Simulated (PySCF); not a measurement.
Energy profile

The step: CH₄O ([CH3][OH]) + BH₃ → CH₅BO ([BH2][O][CH3]) + H₂; bonds formed: H2–H5; dative contacts that become bonds: B1–O6; bonds broken: B1–H2, H5–O6 (atoms numbered as in the saddle structure below).

| atom | x (Å) | y (Å) | z (Å) |
| --- | --- | --- | --- |
| B1 | -0.1795 | -1.1998 | 0.0104 |
| H2 | 0.9348 | -1.3936 | -0.7167 |
| H3 | -1.0526 | -1.0065 | -0.7861 |
| H4 | -0.2403 | -2.1165 | 0.7736 |
| H5 | 1.0389 | -0.5682 | -0.1249 |
| O6 | 0.3464 | 0.0940 | 0.7019 |
| C7 | -0.1200 | 1.3070 | 0.1411 |
| H8 | 0.3848 | 2.1314 | 0.6461 |
| H9 | 0.0872 | 1.3618 | -0.9338 |
| H10 | -1.1999 | 1.3907 | 0.2882 |

Electronic energies by CCSD(T) at an estimated basis limit (MP2 extrapolated from triple and quadruple zeta, plus CCSD(T) − MP2 in triple zeta), on PBE0-D4/def2-TZVP structures; CH7BO, closed shell; no counterpoise correction. Program: PySCF 2.14 with density fitting (its default auxiliary sets; JK sets also for MP2 and CCSD(T)). Basis: def2-TZVPP and def2-QZVPP. Cores are frozen in the correlated methods. Extrapolation: Hartree–Fock as exp(−7.88 √X), correlation as X^−2.97.

Task: Give the profile in kcal/mol, counted from the separated reactants. (To be estimated.)

Result: By the calculation:
```csv
point,kcal/mol
"separated: BH3 (B1, H2, H3, H4; singlet) + CH4O (linked as [CH3][OH]; H5, O6, C7, H8, H9, H10; singlet)",0.00
start structure,-20.16
saddle,6.00
end structure,-33.27
"separated: CH5BO (linked as [BH2][O][CH3]; B1, H3, H4, O6, C7, H8, H9, H10; singlet) + H2 (H2, H5; singlet)",-32.69
```

T1 diagnostic: at most 0.014. The end structure is not quite a true minimum (one mode of 41i cm⁻¹).

The step is the kind of ligand exchange by which a precursor binds to a hydroxyl group, or is hydrolysed, in atomic layer deposition of oxides.

For scale, one of the runs: CCSD(T)/def2-TZVPP, 191 basis functions, launched by `OMP_NUM_THREADS=4 python run.py`. The run took 5.9 min on 4 CPU threads of an Intel Xeon (shared host), with 2 GiB of host memory at its peak.
